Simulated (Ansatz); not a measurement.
`FB[Si](F)(F)F` + `C=CC[SiH2]Cl` → `FB[SiH2]Cl` + `C=CC[Si](F)(F)F`  (redistribution)

Program: Ansatz. Geometries: PBE0-D4/def2-TZVP. ΔE: electronic, gas phase. CBS: MP2 limit from def2 TZ/QZ plus the TZ coupled-cluster correction, frozen cores. DFT in def2-TZVPP. HSE06 is defined as in plane-wave codes. Each species was taken in one conformer, which may not be the lowest.

```
             level  ΔE (kJ/mol)  difference from CCSD(T)/CBS
         revPBE-D4        -10.2                          0.6
            B97M-V        -15.1                         -4.3
          BHLYP-D4        -12.2                         -1.4
              BLYP         -8.8                          2.0
             HSE06        -12.6                         -1.8
   CCSD/def2-TZVPP        -11.9                         -1.1
CCSD(T)/def2-TZVPP        -11.2                         -0.4
    MP2/def2-QZVPP         -7.1                          3.7
      HF/CBS(def2)        -12.0                         -1.2
     MP2/CBS(def2)         -7.2                          3.6
       CCSD(T)/CBS        -10.8                            0
```

Largest T1 diagnostic among the species: 0.013.

Leaving LDA and LC-ωPBE aside and taking each functional with its dispersion term where it has one, the values, not all of them listed here, spread over 6.2 kJ/mol, from B97M-V to BLYP-D4. From BLYP to BHLYP (50 % exact exchange), in def2-TZVPP and without D4, ΔE moves by −3.2 kJ/mol.

CCSD(T)/CBS has its own doubt, a few kJ/mol and more with outer-core shells, so smaller differences from it don't rank the levels.
